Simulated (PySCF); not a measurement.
H4Si2, SMILES [SiH][SiH3] (connectivity only; charge and spin as stated), neutral, multiplicity 1.

The structure is a stationary point at PBE0-D3(BJ)/def2-TZVP. The isomer is the one that the SMILES or the coordinates give; other isomers of the formula were not compared.

Method: PySCF with PBE0-D3(BJ)/def2-TZVP.

Frequencies are harmonic and unscaled.

Computed harmonic wavenumbers and intensities:
```json
[
 {"mode": "1", "ν (cm⁻¹)": "63", "IR (km/mol)": "10.3", "moving atoms (share of kinetic energy)": "H 92 %"},
 {"mode": "2", "ν (cm⁻¹)": "337", "IR (km/mol)": "12.9", "moving atoms (share of kinetic energy)": "H 78 %, Si 22 %"},
 {"mode": "3", "ν (cm⁻¹)": "399", "IR (km/mol)": "13.5", "moving atoms (share of kinetic energy)": "H 77 %, Si 23 %"},
 {"mode": "4", "ν (cm⁻¹)": "427", "IR (km/mol)": "15.5", "moving atoms (share of kinetic energy)": "Si 57 %, H 43 %"},
 {"mode": "5", "ν (cm⁻¹)": "706", "IR (km/mol)": "59.6", "moving atoms (share of kinetic energy)": "H 89 %, Si 11 %"},
 {"mode": "6", "ν (cm⁻¹)": "849", "IR (km/mol)": "188.2", "moving atoms (share of kinetic energy)": "H 91 %, Si 9 %"},
 {"mode": "7", "ν (cm⁻¹)": "916", "IR (km/mol)": "55.2", "moving atoms (share of kinetic energy)": "H 97 %"},
 {"mode": "8", "ν (cm⁻¹)": "945", "IR (km/mol)": "39.8", "moving atoms (share of kinetic energy)": "H 97 %"},
 {"mode": "9", "ν (cm⁻¹)": "2040", "IR (km/mol)": "157.0", "moving atoms (share of kinetic energy)": "H 97 %"},
 {"mode": "10", "ν (cm⁻¹)": "2170", "IR (km/mol)": "59.7", "moving atoms (share of kinetic energy)": "H 97 %"},
 {"mode": "11", "ν (cm⁻¹)": "2195", "IR (km/mol)": "82.4", "moving atoms (share of kinetic energy)": "H 97 %"},
 {"mode": "12", "ν (cm⁻¹)": "2214", "IR (km/mol)": "109.1", "moving atoms (share of kinetic energy)": "H 96 %"}
]
```
